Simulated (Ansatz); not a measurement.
The same path of CH5AlF2O + FH (12 atoms, charge 0, multiplicity 1) was run twice with different band settings. Lost on the way: Al1–C2, H7–F8. Made: Al1–F8, C2–H7.

All numbers below come from RKS PBE/cc-pVDZ (Ansatz).

Relaxed end points:

```xyz
12
Properties=species:S:1:pos:R:3
Al -0.488 -0.994 0.082
C 0.916 -0.058 1.135
F 0.028 -1.801 -1.345
F -1.707 -1.785 0.983
H -0.799 1.110 -1.098
O -1.513 0.468 -0.803
H 1.072 1.056 -0.438
F 0.771 1.634 -1.149
H 0.569 0.868 1.642
H 1.163 -0.772 1.952
H 1.912 0.135 0.671
H -1.923 0.139 -1.631
```

```xyz
12
Properties=species:S:1:pos:R:3
Al -0.732 0.005 -0.295
C 1.763 -0.063 1.384
F -0.066 -1.408 -1.001
F -1.535 -0.119 1.201
H -2.095 0.900 -2.158
O -2.229 0.078 -1.638
H 1.779 0.900 0.839
F -0.110 1.526 -0.780
H 0.869 -0.113 2.036
H 1.756 -0.906 0.665
H 2.669 -0.141 2.015
H -2.069 -0.659 -2.269
```

Common settings: movable images 7; climbing image yes; spring 5.0 eV/Å²; optimiser quadratic models (default); start path through a guess of the saddle point; iteration limit 60; end points relaxed.

| run | force threshold |
| --- | --- |
| 1 | 0.05 eV/Å |
| 2 | 0.2 eV/Å |

Problem. What does each run give, and how far can it be trusted?

Solution. Run 1: converged after 25 iterations, highest image 0.273 eV above the first end. A vibrational analysis at the climbing image gives one clearly imaginary mode, 853i cm⁻¹: a first-order saddle point.
Run 2: converged after 14 iterations, highest image 0.336 eV above the first end. The threshold of 0.2 eV/Å is loose, so the images may lie well off the minimum-energy path. The order of the stationary point at the top wasn't checked.
The orbitals stay closed-shell, which can raise the energy where a bond breaks towards radicals; this wasn't checked here.
